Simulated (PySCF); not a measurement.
## Hg²⁺: excitation energy

Hg²⁺ [Xe] 4f14 5d10 (1S) → Hg²⁺ [Xe] 4f14 5d9 6s1 (3D), as a difference of total energies. Calculation: PySCF 2.14, in aug-cc-pwCVDZ-PP with ECP60MDF (6s6p5d3f, 70 functions); a scalar-relativistic core potential. Correlated levels: valence: 5s2 5p6 frozen; valence and next inner shell: nothing frozen outside the core potential. The calculations carry no spin-orbit coupling.

```json
{"method": "UHF", "excitation energy (eV)": "5.916"}
{"method": "LDA", "excitation energy (eV)": "5.564"}
{"method": "PBE", "excitation energy (eV)": "5.611"}
{"method": "PBE0", "excitation energy (eV)": "5.830"}
{"method": "r2SCAN", "excitation energy (eV)": "5.652"}
{"method": "BLYP", "excitation energy (eV)": "5.481"}
{"method": "HSE06", "excitation energy (eV)": "5.806"}
{"method": "r2SCANh", "excitation energy (eV)": "5.713"}
{"method": "B2PLYP", "excitation energy (eV)": "5.915"}
{"method": "MP2 (valence)", "excitation energy (eV)": "6.275"}
{"method": "SCS-MP2 (valence)", "excitation energy (eV)": "6.350"}
{"method": "MP2 (valence and next inner shell)", "excitation energy (eV)": "5.848"}
{"method": "SCS-MP2 (valence and next inner shell)", "excitation energy (eV)": "5.935"}
```

Task: How much does correlation contribute at MP2 (valence and next inner shell)?

Result: 5.848 − (5.916) = -0.068 eV, measured against UHF.
